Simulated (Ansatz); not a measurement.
Basis sets compared for Li₈H₈⁻. Total charge -1; doublet. Geometry r2SCAN-D4/def2-SVPD. Ansatz on 4 threads of Arm Neoverse V1 on a shared host; times are rough, and most runs start from earlier orbitals.

```xyz
16

Li    0.9799    1.6167   -1.1882
Li    1.2523   -1.8857   -1.5645
Li    0.1663    1.5950    1.1700
Li   -2.0889    1.7240    0.1413
Li   -1.6960   -0.2650    1.6493
Li    1.8356   -0.2672    0.2913
Li   -0.8989   -0.6174   -0.8790
Li    0.3144   -2.3734    0.7369
H    -0.3609   -2.3835   -1.0407
H     1.8933    1.5549    0.4122
H     0.0329   -0.4164    0.8551
H    -2.4560    0.0042   -0.1109
H    -0.5716    2.2568   -0.6299
H     1.0325   -0.0928   -1.7468
H     2.0956   -2.0470    0.0234
H    -1.5304    1.5967    1.8804
```

At PBE-D4/def2-SVPD, PBE-D4/def2-TZVPD, PBE0-D4/def2-SVPD, PBE0-D4/def2-TZVPD the highest occupied level of the charge -1 doublet lies above zero (up to 1.04 eV). By energy differences its removal costs 0.61 eV (vertical, to the charge 0 singlet, at PBE0-D4/def2-TZVPD). The structure comes from a short search, and lower isomers may exist.

```
            level  functions  energy (Eh)  HOMO (eV)  LUMO (eV)  wall time
 PBE-D4/def2-SVPD        160     -64.8686       1.04       1.52        6 s
PBE0-D4/def2-SVPD        160     -64.9173       0.67       1.88        7 s
```

Q: Estimate the rows for PBE-D4/def2-TZVPD, PBE0-D4/def2-TZVPD.

A: 
```tsv
level	functions	energy (Eh)	HOMO (eV)	LUMO (eV)	wall time
PBE-D4/def2-TZVPD	208	-64.9199	0.98	1.45	6 s
PBE0-D4/def2-TZVPD	208	-64.9666	0.62	1.78	8.5 s
```
